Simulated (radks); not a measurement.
Q: V X, configuration [Ne] 3s2 3p2. Calculated with a radial shooting solver on a logarithmic mesh with Libxc functionals: scalar-relativistic Kohn-Sham, r2SCAN, spin-polarised, spherical densities, finite nucleus; open shells are filled with parallel spins first; meta-GGA in the generalised Kohn-Sham scheme; Fermi nuclear charge, rms radius 3.6002 fm. Some entries of the table are withheld. Estimate them.

orbital  occ.  eigenvalue (hartree)  <r^2> (bohr^2)
1s up       1             -205.8260        0.005939
1s down     1             -205.7656        0.005935
2s up       1             -30.02174          0.1103
2s down     1             -29.99033          0.1100
2p up       3             -26.32800         0.09064
2p down     3             -26.26397         0.09052
3s up       1              -9.09305             (1)
3s down     1              -8.80892             (2)
3p up       2              -8.00189          0.8285
3p down     0              -7.72909          0.8410
3d up       0              -6.37580             (3)
3d down     0              -6.14277             (4)
4s up       0              -3.93180           3.368
4s down     0              -3.69831           3.151

A: 
(1) 3s up <r^2> (bohr^2): 0.7991
(2) 3s down <r^2> (bohr^2): 0.8104
(3) 3d up <r^2> (bohr^2): 0.7942
(4) 3d down <r^2> (bohr^2): 0.7968
